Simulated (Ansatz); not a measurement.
Geometry optimisation, RKS PBE/def2-SVP (Ansatz).

Input:

```yaml
crystal:
  periodic: [false, false, false]
  atoms:
    - { symbol: "N", position_ang: [2.4958, -1.0721, -1.2726] }
    - { symbol: C, position_ang: [1.5817, 0.0475, -0.779] }
    - { symbol: Si, position_ang: [0.329, -0.5749, 0.4889] }
    - { symbol: O, position_ang: [-0.422, -1.8884, -0.0644] }
    - { symbol: Si, position_ang: [-1.1255, 1.1703, 0.9516] }
    - { symbol: "N", position_ang: [-2.5773, 1.0141, 0.0796] }
    - { symbol: H, position_ang: [1.8981, -1.786, -1.6468] }
    - { symbol: H, position_ang: [3.0226, -1.4185, -0.5242] }
    - { symbol: H, position_ang: [2.2182, 0.8534, -0.3059] }
    - { symbol: H, position_ang: [1.0497, 0.4883, -1.6024] }
    - { symbol: H, position_ang: [1.0828, -0.9882, 1.7509] }
    - { symbol: H, position_ang: [-1.1295, -1.7001, -0.7399] }
    - { symbol: H, position_ang: [-1.6004, 1.1995, 2.3709] }
    - { symbol: H, position_ang: [-0.5844, 2.5057, 0.624] }
    - { symbol: H, position_ang: [-3.1312, 1.832, 0.1896] }
    - { symbol: H, position_ang: [-3.1304, 0.2948, 0.524] }
basis:
  gaussian: { orbitals: def2-SVP }
hamiltonian:
  xc: pbe
relax:
  f_tol: 0.015
  max_steps: 40
```

Run as:

```bash
$ ansatz run input.yaml --threads 2 --pin off --max-ram 3072MiB --backend cpu --events-out ev --progress --plain --runs-dir out
```

Question: Where does it end, and by what steps?

Answer: The run converged. After 17 steps the energy has fallen by 0.807 eV; H12 moved furthest, 0.92 Å.

```csv
step,energy less start (eV),largest force component (eV/Å),accepted
0,0.0000,2.931,yes
1,-0.5329,1.238,yes
2,-0.6523,0.445,yes
3,-0.6801,0.287,yes
4,-0.7061,0.336,yes
5,-0.7313,0.447,yes
6,-0.7445,0.984,yes
7,-0.7767,0.276,yes
8,-0.7902,0.194,yes
9,-0.7155,0.558,no
10,-0.8014,0.054,yes
11,-0.8035,0.224,yes
12,-0.8054,0.050,yes
13,-0.8056,0.036,yes
14,-0.8062,0.044,yes
15,-0.8067,0.038,yes
16,-0.8068,0.043,yes
17,-0.8069,0.012,yes
```

```xyz
16
Properties=species:S:1:pos:R:3
N 2.520 -1.140 -1.266
C 1.972 0.048 -0.589
Si 0.384 -0.381 0.379
O -0.606 -1.266 -0.676
Si -1.182 1.311 0.936
N -2.670 0.455 0.429
H 1.771 -1.584 -1.818
H 2.791 -1.846 -0.567
H 2.745 0.491 0.077
H 1.749 0.828 -1.351
H 0.790 -1.236 1.561
H -1.512 -0.864 -0.645
H -1.202 1.852 2.349
H -1.086 2.495 0.007
H -3.452 1.044 0.117
H -3.035 -0.229 1.103
```

Whether the end is a true minimum wasn't checked by a vibrational analysis.

Run time: 34 s on 2 threads of Intel(R) Xeon(R) 6975P-C (Granite Rapids), on a shared host, peak memory 0.21 GiB.
